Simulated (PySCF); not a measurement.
**Exact simulation of a proton spin system**

Molecule: SMILES c1c(N=C)coc1, C5H5NO.

Bonds (- single, = double, # triple, : aromatic): C1=N2 1.257 Å, N2-C3 1.376 Å, C3:C4 1.427 Å, C4:C5 1.357 Å, C5:O6 1.345 Å, O6:C7 1.342 Å, C7:C3 1.374 Å. C1 carries H8, H9; C4 carries H10; C5 carries H11; C7 carries H12. H9 is cis to C3; H8 is trans to C3.

PySCF calculation with J: B3LYP/pcJ-1 (spin–dipole term only in couplings to heteroatoms), geometry: GFN2-xTB and NMR shieldings at PBE0/pcSseg-1/GIAO; no solvent model, one computed conformer, non-relativistic.

Referencing at the same level of theory: ¹H against TMS.

Shifts (ppm): H8 7.32, H9 7.85, H10 6.87, H11 7.48, H12 7.38.
Couplings (Hz): H8–H9: 17.8; H8–H11: -0.2; H8–H12: 0.5; H9–H11: -0.2; H9–H12: 0.7; H10–H11: 2.4; H10–H12: 0.6; H11–H12: 1.5.

The 5-spin Hamiltonian (Zeeman plus full scalar coupling among like nuclei) was diagonalised exactly; lines are Lorentzian, 1.0 Hz wide, and the maxima above 3 % are listed with the tallest set to 100.

(1) Give the ¹H peak list of this spin system at 300 MHz.

(2) And at 400 MHz?

(3) Among coupled protons with different shifts, which pair is furthest from first order, and how does the field change that?

Answers

(1) 
δ in ppm (height): 7.882 (68), 7.881 (68), 7.823 (84), 7.821 (84), 7.487 (59), 7.481 (76), 7.479 (74), 7.474 (65), 7.381 (95), 7.379 (92), 7.348 (100), 7.289 (80), 6.874 (89), 6.867 (87)

(2) 
| Hz | ppm | height |
| --- | --- | --- |
| 3149.5 | 7.874 | 72 |
| 3149.1 | 7.873 | 72 |
| 3131.7 | 7.829 | 85 |
| 3131.3 | 7.828 | 85 |
| 2994.0 | 7.485 | 61 |
| 2992.4 | 7.481 | 79 |
| 2991.7 | 7.479 | 77 |
| 2990.1 | 7.475 | 66 |
| 2952.4 | 7.381 | 97 |
| 2951.7 | 7.379 | 95 |
| 2936.6 | 7.341 | 100 |
| 2918.8 | 7.297 | 84 |
| 2749.1 | 6.873 | 92 |
| 2747.0 | 6.867 | 90 |

(3) H8 and H9: Δν/J is about 8.9 at 300 MHz (intermediate, with clear roofing) and 11.9 at 400 MHz (close to first order). J in Hz doesn't depend on the field, while Δν in Hz grows in proportion to it.

Unscaled 3J(H,H) at this level run about 10 % above measured values.
